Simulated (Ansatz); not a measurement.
A run for Ansatz (a first-principles code): R-PBE0/def2-TZVPP on H4OSiSn (SMILES [OH][Sn][SiH3]), a point of a torsion scan. Elements past Kr take the def2 small-core potentials; no spin–orbit coupling.

Ansatz 0.2 input:
```yaml
crystal:
  periodic: [false, false, false]
  atoms:
    - {symbol: O, position_ang: [2.27864678, -0.24615479, -0.61904858]}
    - {symbol: Sn, position_ang: [1.01659085, -1.13553688, 0.72475593]}
    - {symbol: Si, position_ang: [0.22959054, -2.83494728, -1.10594863]}
    - {symbol: H, position_ang: [2.53635847, 0.67080710, -0.60956162]}
    - {symbol: H, position_ang: [1.28325961, -3.41897051, -1.95578112]}
    - {symbol: H, position_ang: [-0.52786313, -4.03521761, -0.67231010]}
    - {symbol: H, position_ang: [-0.70648649, -2.23698622, -2.08646928]}
basis:
  gaussian:
    orbitals: def2-TZVPP
hamiltonian:
  xc: {name: PBE0}
scf: {lower_state_search: off}
```

The log:

```
WARN ansatz: RAYON_NUM_THREADS=1 ignored (pool sized by the plan → 1); use --threads N
Functional definition: PBE0
these checks for a lower state are left out or cut short: stability, starts, cluster_reference, orbital_swaps, neighbouring_geometries, increment
integrals: 0.09 GiB planned
1139 factors; their error is unknown
mean field: 0.78 GiB planned
mean field evaluation 1: about -15809.8238 eV, gradient 6.2e1 eV
mean field evaluation 2: about -15727.7486 eV, gradient 1.7e2 eV
mean field evaluation 4: about -15816.8621 eV, gradient 9.5e0 eV
mean field evaluation 8: about -15817.0566 eV, gradient 1.9e-1 eV
mean field evaluation 16: about -15817.1580 eV, gradient 2.9e-4 eV
mean field -15817.15796962 eV, -581.2698341287 hartree, gradient 1.7e-6 eV, S^2 0.000000; 0 other end points of the search recorded, 0 dependent functions left out
reference -15817.15800335 eV, -581.2698353682 hartree; 24, 24 occupied and 155, 155 virtual orbitals, 1139 factors
Total energy: -15817.15800335 eV, -581.2698353682 hartree
Checks for a lower state left out: stability, starts, cluster_reference, orbital_swaps, neighbouring_geometries, increment
```

Self-consistency was reached.

Cost: about 4 core-seconds (a rough figure).
